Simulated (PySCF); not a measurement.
Coordinates in bohr (charge 0 multiplicity 3):
```
Mo    0.0000    0.0000    0.0000
Cl    2.4533    2.4533   -2.4533
Cl    2.4533   -2.4533    2.4533
Cl   -2.4533    2.4533    2.4533
Cl   -2.4533   -2.4533   -2.4533
```

Method: UB3LYP/[Mo def2-TZVP with ECP28, Cl def2-TZVP], scalar-relativistic core potentials, density fitting, no spin–orbit coupling, PySCF.

This geometry of MoCl₄ is a stationary point at this level.

Question: What is the point group?

Answer: Td.

Question: Is it a minimum?

Answer: Yes: all harmonic wavenumbers are real.

Question: List the harmonic modes with their infrared intensities.

Answer: 
```csv
symmetry,ω (cm⁻¹),"IR (km/mol, summed over degenerate members)",type
e,97,0.0,bend
t2,101,11.1,bend
a1,387,0.0,stretch
t2,425,285,stretch
```

Question: What is the atomisation energy, with and without zero-point energy?

Answer: 1451 kJ/mol without, 1438 kJ/mol with.

In Td the vibrations span e + 2t2 + a1. The a1, e modes carry no infrared intensity, as symmetry demands.

Other isomers or separated fragments may lie lower. With open d or f shells other occupations or spin states may lie lower.
